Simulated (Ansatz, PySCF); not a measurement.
This singlet lies 1.18 eV below the relaxed triplet at the level B3LYP/cc-pVTZ // PBE0-D3(BJ)/def2-TZVP (Ansatz, an electronic-structure program).

Cartesian coordinates (Å):
```xyz
5

C      1.9676     0.1771    -0.1252
N      0.8312    -0.1267    -0.0305
C     -0.3736    -0.7217     0.2505
O     -1.3513    -0.0606    -0.2833
H     -1.0738     0.7320    -0.7846
```
Charge 0, spin multiplicity 1.

Question: What HOMO, HOMO–LUMO gap and LUMO does PySCF with PBE-D3(BJ)/def2-TZVP // PBE0-D3(BJ)/def2-TZVP give?

Answer: 
```yaml
HOMO: -6.43 eV
HOMO–LUMO gap: 2.38 eV
LUMO: -4.05 eV
```
